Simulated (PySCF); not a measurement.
bromine (Br₂), SMILES BrBr.

Coordinates come from a PBE-D3(BJ)/def2-TZVP optimisation.

Computed with TDA-PBE/def2-TZVPD run with PySCF 2.14.0.

Vertical excitations; the highest root listed may be one member of a degenerate set. The molecule is in vacuum. State labels are in the subgroup D2h.

Computed lowest excited states:
```json
[
 {"state": "S1", "symmetry": "B3u", "energy (eV)": "2.65", "λ (nm)": "468", "f": "0.001", "main pairs": "HOMO−1→LUMO (degenerate set)"},
 {"state": "S2", "symmetry": "B2u", "energy (eV)": "2.65", "λ (nm)": "468", "f": "0.001", "main pairs": "HOMO→LUMO (degenerate set)"},
 {"state": "S3", "symmetry": "B3g", "energy (eV)": "4.61", "λ (nm)": "269", "f": "0.000", "main pairs": "HOMO−3→LUMO (degenerate set)"},
 {"state": "S4", "symmetry": "B2g", "energy (eV)": "4.61", "λ (nm)": "269", "f": "0.000", "main pairs": "HOMO−2→LUMO (degenerate set)"},
 {"state": "S5", "symmetry": "B2g", "energy (eV)": "7.11", "λ (nm)": "174", "f": "0.000", "main pairs": "HOMO−1→LUMO+1 (degenerate set)"},
 {"state": "S6", "symmetry": "B3g", "energy (eV)": "7.11", "λ (nm)": "174", "f": "0.000", "main pairs": "HOMO→LUMO+1 (degenerate set)"},
 {"state": "S7", "symmetry": "B3u", "energy (eV)": "7.34", "λ (nm)": "169", "f": "0.046", "main pairs": "HOMO−1→LUMO+2 (degenerate set)"},
 {"state": "S8", "symmetry": "B2u", "energy (eV)": "7.34", "λ (nm)": "169", "f": "0.046", "main pairs": "HOMO→LUMO+2 (degenerate set)"},
 {"state": "S9", "symmetry": "Au", "energy (eV)": "7.65", "λ (nm)": "162", "f": "0.000", "main pairs": "HOMO−1→LUMO+3, HOMO→LUMO+4 (degenerate set)"},
 {"state": "S10", "symmetry": "B1u", "energy (eV)": "7.65", "λ (nm)": "162", "f": "0.000", "main pairs": "HOMO−1→LUMO+4, HOMO→LUMO+3 (degenerate set)"},
 {"state": "T1", "symmetry": "B3u", "energy (eV)": "1.90", "λ (nm)": "651", "f": "0", "main pairs": "HOMO−1→LUMO (degenerate set)"},
 {"state": "T2", "symmetry": "B2u", "energy (eV)": "1.90", "λ (nm)": "651", "f": "0", "main pairs": "HOMO→LUMO (degenerate set)"},
 {"state": "T3", "symmetry": "B3g", "energy (eV)": "3.89", "λ (nm)": "319", "f": "0", "main pairs": "HOMO−3→LUMO (degenerate set)"},
 {"state": "T4", "symmetry": "B2g", "energy (eV)": "3.89", "λ (nm)": "319", "f": "0", "main pairs": "HOMO−2→LUMO (degenerate set)"}
]
```
Triplets are in the Tamm–Dancoff approximation.
